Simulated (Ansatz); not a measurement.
Program: Ansatz. Geometries: PBE0-D4/def2-TZVP. ΔE: electronic, gas phase. CCSD(T)/CBS is the MP2 limit (def2-TZVPP, def2-QZVPP) plus CCSD(T) − MP2 in def2-TZVPP, frozen cores. This one scheme is used for every species. DFT in def2-TZVPP. For Se outer-core shells are correlated without core-valence functions, which leaves a few kJ/mol of doubt a bond. Scalar relativity is left out up to krypton. One conformer a species, not always the lowest.

Reaction (formal exchange of groups at the Se–C bond): `OC(=S)[SeH]` + `[SiH3]C=S` → `S=C[SiH2][SeH]` + `OC=S`

```
        level  ΔE (kcal/mol)
      ωB97X-V          -16.1
       B2PLYP          -15.8
          PBE          -15.1
         PBE0          -16.4
HF/def2-TZVPP          -18.7
HF/def2-QZVPP          -18.8
 HF/CBS(def2)          -18.8
MP2/CBS(def2)          -16.8
```

(1) What does CCSD(T)/CBS give? (An estimate is asked.)

Largest T1 diagnostic among the species: 0.018.

Results:

(1) Ansatz gave: -17.4 kcal/mol. The listed levels differ from it by 1.3, 1.6, 2.3, 1.0, -1.3, -1.4, -1.4, 0.6 kcal/mol.

From PBE to PBE0 (25 % exact exchange), in def2-TZVPP and without D4, ΔE moves by −1.3 kcal/mol. In def2-TZVPP, CCSD(T) changes the Hartree–Fock value by +2.5 kcal/mol (the triples alone add +0.7 kcal/mol) and MP2 by +3.0 kcal/mol.
